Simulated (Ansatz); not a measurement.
`F[SiH](Cl)S[SiH2]Cl`, relaxed with RKS PBE0-D4/def2-TZVP in Ansatz 0.2.0 from a GFN2-xTB geometry. The force threshold is 0.005 eV/Å; the program also tests the step.

Charge 0, multiplicity 1.

Start:

```xyz
9

F    -1.337   -1.226   -0.868
Si   -1.524   -0.485    0.551
Cl   -2.534    1.189    0.173
S     0.424   -0.161    1.361
Si    1.643    0.340   -0.359
Cl    1.050    2.063   -1.190
H    -2.191   -1.434    1.404
H     1.514   -0.745   -1.317
H     2.955    0.460    0.246
```

Problem. How much energy does the relaxation release, and in how many steps? (Best estimate.)

Solution. The calculation gave: 12.23 kJ/mol, in 5 steps.

Problem. Which bonds change most? (Best estimate.)

Solution. The calculation gave: Si5–Cl6 from 2.002 to 2.045 Å; Si2–Cl3 from 1.992 to 2.031 Å; Si2–H7 from 1.439 to 1.471 Å; S4–Si5 from 2.167 to 2.137 Å.

Problem. Give the relaxed structure. (Best estimate.)

Solution. The calculation gave: 
```xyz
9

F    -1.292   -1.232   -0.889
Si   -1.470   -0.517    0.519
Cl   -2.511    1.195    0.191
S     0.421   -0.166    1.398
Si    1.599    0.315   -0.318
Cl    1.018    2.070   -1.193
H    -2.246   -1.390    1.414
H     1.512   -0.748   -1.337
H     2.967    0.474    0.216
```
